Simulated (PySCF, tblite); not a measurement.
C₄H₁₂FPSi₂.
Cartesian coordinates in Å at the GFN2-xTB level; atoms count from 1:
```xyz
20
C4H12FPSi2 angstrom
C      3.1666   -0.5944    0.3932
C      1.9875   -0.6634    0.9863
C      0.6979   -0.8709    0.2772
Si    -0.2789    0.7785    0.1469
P      0.8865    2.3715   -0.9412
C     -1.9132    0.5141   -0.8045
Si    -3.1867   -0.5820    0.0600
F     -2.4678   -1.9878    0.3925
H      3.2732   -0.7246   -0.6720
H      4.0751   -0.4184    0.9433
H      1.9119   -0.5265    2.0573
H      0.0910   -1.6006    0.8114
H      0.8841   -1.2608   -0.7251
H     -0.5538    1.3076    1.4950
H      2.0510    2.1597   -0.2296
H      1.2980    1.5385   -1.9669
H     -2.3555    1.4911   -0.9932
H     -1.6859    0.0940   -1.7853
H     -4.2974   -0.9484   -0.8075
H     -3.5889   -0.0666    1.3592
```

The calculation used PBE0/pcSseg-1 in PySCF (dipole) on a GFN2-xTB geometry, gas phase.

Take the most abundant isotopes and a rigid rotor. The values belong to one conformer with, in the numbering `[CH2:1]=[CH:2][CH2:3][Si@@H:4]([PH2:5])[CH2:6][SiH2:7][F:8]`, C1–C2–C3–Si4 -103°, C2–C3–Si4–P5 59°, C3–Si4–P5–H -47° and 45°, C3–Si4–C6–Si7 67°, Si4–C6–Si7–F8 -55°.

Give the principal moments of inertia and the rotational constants in cm⁻¹.

Ia = 327.87, Ib = 777.97, Ic = 1051.24 u·Å²; 505379 MHz·u·Å²/I gives 1541, 649.6 and 480.7 MHz, that is A = 0.05142, B = 0.02167, C = 0.01604 cm⁻¹.

What kind of rotor is it?

An asymmetric top. Ray's parameter κ = (2B − A − C)/(A − C) = -0.682; −1 is the prolate and +1 the oblate limit.

Is it planar, by Δ = Ic − Ia − Ib?

Not planar: Δ = Ic − Ia − Ib = -54.60 u·Å². For a rigid frame Δ = −2 Σ m c², so Σ m c² = 27.30 u·Å² lies off the ab plane: 16.26 from hydrogen and 11.04 from heavier atoms. The atom farthest from that plane is 1.87 Å away.

Which lines would a microwave search look for?

The dipole components are |μa| = 0.40 D, |μb| = 0.58 D, |μc| = 0.30 D. Intensities carry the squares of the components, which stand as 0.48 : 1.00 : 0.27 (a : b : c). Some lines, for components of 0.1 D or more:

```
type  branch         J(Ka,Kc)   MHz  lower level (cm⁻¹)
   a       Q  2(1,1) ← 2(1,2)   507               0.137
   c       Q  2(1,2) ← 2(0,2)   745               0.112
   c       Q  1(1,1) ← 1(0,1)   892               0.038
   b       Q  1(1,0) ← 1(0,1)  1061               0.038
   a       R  1(0,1) ← 0(0,0)  1130               0.000
   b       Q  2(1,1) ← 2(0,2)  1251               0.112
   b       R  2(0,2) ← 1(1,1)  1347               0.067
   b       R  1(1,1) ← 0(0,0)  2022               0.000
   c       R  1(1,0) ← 0(0,0)  2191               0.000
   a       R  2(0,2) ← 1(0,1)  2239               0.038
   a       R  2(1,1) ← 1(1,0)  2430               0.073
   c       Q  2(2,1) ← 2(1,1)  2675               0.154
   b       Q  2(2,0) ← 2(1,1)  2697               0.154
   b       R  2(1,2) ← 1(0,1)  2984               0.038
   b       Q  2(2,1) ← 2(1,2)  3182               0.137
   c       R  2(1,1) ← 1(0,1)  3490               0.038
   b       R  2(2,1) ← 1(1,0)  5105               0.073
   c       R  2(2,0) ← 1(1,0)  5127               0.073
   c       R  2(2,1) ← 1(1,1)  5274               0.067
   b       R  2(2,0) ← 1(1,1)  5296               0.067
```

Estimate the classical rotational partition function at 10 K, 25 K and 100 K.

Point group C1, symmetry number σ = 1; q = (√π/σ)·√((kT/h)³/(ABC)), k/h = 20836.6 MHz/K: 7680 at 10 K, 30400 at 25 K, 243000 at 100 K.

Its GFN2-xTB frequencies are all real (lowest 21 cm⁻¹). These are rigid-rotor constants of the computed structure; measured ground-state constants (B0) also hold zero-point vibration.

The run took 2.2 min wall (grids of density and orbitals included) on one thread of an Intel Xeon at 2.50 GHz (shared host), and the process peaked at 0.94 GiB of memory. This is the PBE0/pcSseg-1 job that gave the dipole, with the shieldings it also computed.
